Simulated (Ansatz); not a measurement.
Two structures of AlN2H9O, singlet, reached by relaxing down either side of one saddle point (PBE0-D4/def2-TZVP). Energies are electronic, without zero-point energy. Program: Ansatz 0.2.0. Basis: def2-TZVPP and def2-QZVPP. Cores are frozen in the correlated methods. Extrapolation: Hartree–Fock as exp(−7.88 √X), correlation as X^−2.97. First:

| atom | x (Å) | y (Å) | z (Å) |
| --- | --- | --- | --- |
| Al1 | -1.1015 | 0.1874 | -1.2004 |
| O2 | 0.0330 | -1.1492 | -1.1837 |
| H3 | -0.5808 | 1.5210 | -1.9205 |
| H4 | -2.6373 | -0.2386 | -1.3855 |
| H5 | 0.0580 | 0.5083 | 1.0117 |
| N6 | -0.9293 | 0.7076 | 0.7372 |
| H7 | 1.4903 | -0.7779 | 0.1429 |
| N8 | 1.7912 | -0.2121 | 0.9405 |
| H9 | -0.1729 | -1.9483 | -1.6643 |
| H10 | -1.1228 | 1.6899 | 0.8983 |
| H11 | -1.5399 | 0.1673 | 1.3404 |
| H12 | 2.1572 | -0.8323 | 1.6517 |
| H13 | 2.5546 | 0.3770 | 0.6317 |

Second:

```
atom    x (Å)    y (Å)    z (Å)
 Al1  -1.2251   0.2870  -1.0316
  O2   0.3441  -0.8143  -1.2338
  H3  -1.0632   1.4328  -2.1332
  H4  -2.3586  -0.8410  -1.1885
  H5   0.8273   0.2296   1.1595
  N6  -0.9814   0.9272   0.6908
  H7   0.9853  -0.7655  -0.3965
  N8   1.6378  -0.3695   0.9166
  H9   0.1661  -1.7273  -1.4705
 H10  -0.9745   1.9347   0.7863
 H11  -1.6064   0.5707   1.4027
 H12   1.7750  -1.0627   1.6410
 H13   2.4736   0.1983   0.8571
```

(1) Which bonds change from the first to the second?

(2) Give the saddle point's structure and its height above each. (An estimate is asked for; the value comes from the calculation.)

The T1 diagnostic stays at or below 0.010.

## Answers

(1) AlH₃O ([OH][AlH2]) + NH₃ + NH₃ → AlNH₄ ([NH2][AlH2]) + H₂O + NH₃ (still joined by a long Al–O bond); bonds formed: O2–H7, H5–N8; bonds broken: H5–N6, H7–N8; bonds weakened to dative contacts: Al1–O2.

(2) The calculation gives: 18.81 kcal/mol above the first and 2.29 kcal/mol above the second (CCSD(T) at an estimated basis limit (MP2 extrapolated from triple and quadruple zeta, plus CCSD(T) − MP2 in triple zeta)).
| atom | x (Å) | y (Å) | z (Å) |
| --- | --- | --- | --- |
| Al1 | -1.1868 | 0.2239 | -1.0178 |
| O2 | 0.3738 | -0.7891 | -1.2187 |
| H3 | -1.1522 | 1.3844 | -2.1218 |
| H4 | -2.3702 | -0.8652 | -1.0526 |
| H5 | 0.7026 | 0.2512 | 1.1056 |
| N6 | -0.8843 | 0.9245 | 0.7060 |
| H7 | 1.0786 | -0.7356 | -0.2263 |
| N8 | 1.5418 | -0.3718 | 0.8907 |
| H9 | 0.2945 | -1.6466 | -1.6384 |
| H10 | -0.8848 | 1.9373 | 0.7433 |
| H11 | -1.5533 | 0.6181 | 1.4032 |
| H12 | 1.6439 | -1.0990 | 1.5870 |
| H13 | 2.3964 | 0.1680 | 0.8399 |

Labels in which every atom is bracketed show which atoms are joined, not bond orders.

For scale, one of the runs: CCSD(T)/def2-TZVPP, 261 basis functions, launched by `ansatz run in.yaml --threads 4 --pin off --events-out ev --progress --plain --max-ram 9574MiB`. The run took 2.4 min on 4 CPU threads of an Arm Neoverse V2 (shared host), with 6.3 GiB of host memory at its peak.
